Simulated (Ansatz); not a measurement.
B2FH4NSi, SMILES `NB1[SiH2]B1F`. The species carries charge 0 and has multiplicity 1.

```xyz
9

N    -0.4832   -1.6009    0.6128
B     0.3513   -0.6094    0.1738
Si   -0.2337    1.4626   -0.3463
B     1.2920    0.3274   -0.7023
F     2.5956    0.6049   -0.7433
H    -0.4529   -2.5359    0.2356
H    -1.1819   -1.4714    1.3257
H    -0.3044    2.8641    0.1575
H    -1.5830    0.9586   -0.7135
```

Problem. List the harmonic frequencies (cm⁻¹, unscaled) at PBE0-D4/def2-TZVP in Ansatz. (Best estimate.)

Solution. Computed: 117, 195, 238, 254, 380, 444, 474, 555, 565, 598, 642, 755, 914, 957, 1290, 1539, 1644, 2191, 2232, 3587, 3680.

Problem. Is this a minimum?

Solution. Yes, all 21 modes are real.

Problem. Give the ideal-gas thermochemistry at 298.15 K and 1 bar (rigid rotor, harmonic oscillator; point group C1, symmetry number 1).

Solution. Zero-point energy 139.1 kJ/mol; H(298) − E = 159.4 kJ/mol; entropy 334.7 J/(mol·K), of which translation 164.5, rotation 112.3, vibration 57.9; G(298) − E = 59.6 kJ/mol.

Problem. And at 400, 500, 600, 800 and 1000 K?

Solution. 
| T (K) | H − E (kJ/mol) | S (J/mol/K) | G − E (kJ/mol) |
| --- | --- | --- | --- |
| 400 | 171.2 | 368.7 | 23.8 |
| 500 | 184.3 | 397.8 | -14.6 |
| 600 | 198.5 | 423.6 | -55.7 |
| 800 | 229.3 | 467.9 | -145.0 |
| 1000 | 262.5 | 504.9 | -242.4 |
